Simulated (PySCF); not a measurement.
CH₁₁NOSi₃, SMILES CO[SiH2][SiH2]N[SiH3]. The structure is a stationary point at PBE-D3(BJ)/def2-SVP. The structure was generated by enumeration, and PubChem lists no compound with its InChIKey, so it may never have been made. The values are those of a single conformer.

### Question
Give the equilibrium geometry at PBE-D3(BJ)/def2-SVP (PySCF confirms it by a frequency run) as Cartesian coordinates in Å. (An estimate is asked for; the answer gives what the named calculation found.)

### Answer
One answer among several that fit: 
```xyz
17

C     -4.0782    -0.1773    -0.2800
O     -2.7203    -0.2536    -0.6689
Si    -1.4615     0.1889     0.3640
Si     0.5711    -0.1814    -0.7560
N      1.8299     0.5642     0.2264
Si     3.4079    -0.0695     0.6587
H     -4.2974    -0.8088     0.6130
H     -4.7083    -0.5404    -1.1181
H     -4.3903     0.8673    -0.0436
H     -1.5247    -0.6001     1.6539
H     -1.5753     1.6499     0.7550
H      0.4941     0.3630    -2.1639
H      0.8990    -1.6467    -0.8438
H      1.6667     1.5469     0.4718
H      4.5338     0.4516    -0.2022
H      3.7342     0.2906     2.0847
H      3.3453    -1.5625     0.5059
```
Charge 0, spin multiplicity 1.
